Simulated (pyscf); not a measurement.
F–Mo(F)(F)(F)(F)–SH (SMILES [F][Mo]([F])([F])([F])([F])[SH]), singlet

Gas-phase minimum from PySCF at ωB97X-D3(BJ)/def2-SVP, one conformer. 

```xyz
8

F      1.3416     1.6372    -1.7875
Mo     0.2919     1.1650    -0.3706
F      0.3821     2.9568     0.0502
F     -0.9833     0.7859    -1.6110
F      1.6592     0.9799     0.8388
F     -1.0674     1.1449     0.8483
S      0.5990    -1.1339    -0.5057
H      1.5930    -1.2585     0.3939
```

Bonds (Å): F1–Mo2 1.826, Mo2–F3 1.843, Mo2–F4 1.819, Mo2–F5 1.835, Mo2–F6 1.826, Mo2–S7 2.323, S7–H8 1.346. Angles (°): F1–Mo2–F3 84.1, F1–Mo2–F4 85.9, F1–Mo2–F5 96.3, F1–Mo2–F6 161.6, F1–Mo2–S7 97.7, F3–Mo2–F4 113.1, F3–Mo2–F5 84.9, F3–Mo2–F6 84.0, F3–Mo2–S7 165.7, F4–Mo2–F5 162.0, F4–Mo2–F6 86.0, F4–Mo2–S7 81.2, F5–Mo2–F6 96.5, F5–Mo2–S7 80.8 (the first ones only).

Properties at ωB97X-D3(BJ)/def2-SVP:

| Quantity | Result |
|---|---|
| Harmonic wavenumbers, unscaled | 83, 94, 191, 224, 243, 267, 302, 334, 343, 414, 420, 640, 679, 731, 740, 751, 788, 2776 cm⁻¹ |
| Zero-point energy | 14.3 kcal/mol |
| Rotational symmetry number | 1 |
| Entropy of this conformer at 298 K and 1 atm, rigid rotor and harmonic oscillator, modes under 100 cm⁻¹ raised to 100 | 388.1 J/(mol K) |
| Dipole moment | 2.16 D |

Single-point totals, which compare only within one level:

```
level                   total energy (hartree)
----------------------  ----------------------
ωB97X-D3(BJ)/def2-TZVP              -966.68428
PBE/def2-TZVP                       -966.07960
r²SCAN/def2-TZVP                    -966.49247
B3LYP-D3(BJ)/def2-TZVP              -966.70155
PBE0-D3(BJ)/def2-TZVP               -966.01908
M06-2X/def2-TZVP                    -966.29115
ωB97M-D3(BJ)/def2-TZVP              -966.70393
```

Soft torsions are taken as harmonic, which can shift the entropy by several J/(mol K). Elements past Kr carry the def2 core potentials, without spin-orbit coupling.
